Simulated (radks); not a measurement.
Q: Excited configurations of the barium ion Ba+: one electron is placed in a higher orbital outside [Xe]. The ground configuration is [Xe] 6s1. Method: Dirac Kohn-Sham, BLYP, spin-unpolarised, spherical densities, finite nucleus; open shells are shared between the two j in proportion to 2j + 1; Fermi nuclear charge, rms radius 4.8378 fm; computed with a radial shooting solver on a logarithmic mesh with Libxc functionals. Excitation = E - E(ground); binding = E(ion) - E, where the ion is the core of charge +2; n* = 2/sqrt(2 binding) in atomic units, and the quantum defect is n - n*. Eigenvalue and <r> are those of j = l + 1/2.

| outer orbital | excitation (eV) | binding (eV) | n* | quantum defect | eigenvalue (eV) | <r> (bohr) |
|---|---|---|---|---|---|---|
| 4f | 4.921 | 5.140 | 3.254 | 0.746 | -2.071 | 4.533 |
| 5d | 0.816 | 9.245 | 2.426 | 2.574 | -5.822 | 3.331 |
| 5f | 6.704 | 3.357 | 4.026 | 0.974 | -2.326 | 9.046 |
| 6p | 2.672 | 7.389 | 2.714 | 3.286 | -5.376 | 5.366 |
| 6d | 5.625 | 4.436 | 3.503 | 2.497 | -3.282 | 8.058 |
| 7s | 5.017 | 5.044 | 3.285 | 3.715 | -3.936 | 8.436 |
| 7p | 5.937 | 4.124 | 3.633 | 3.367 | -3.137 | 9.893 |

Estimate the row for 7d.

A: excitation (eV) 7.247; binding (eV) 2.814; n* 4.398; quantum defect 2.602; eigenvalue (eV) -2.133; <r> (bohr) 13.62. The Delta-SCF ionisation energy is 10.061 eV (NIST Atomic Spectra Database: 10.004 eV, measured). Self-interaction in the functional shifts the binding energies and quantum defects, so they are the method's values and not measured ones. Spin polarisation and multiplet splitting are left out, so open shells lie too high by an amount that depends on their filling.

Beside tabulated values, note that spin-unpolarised runs miss the spin-polarisation part of the exchange energy of open shells.
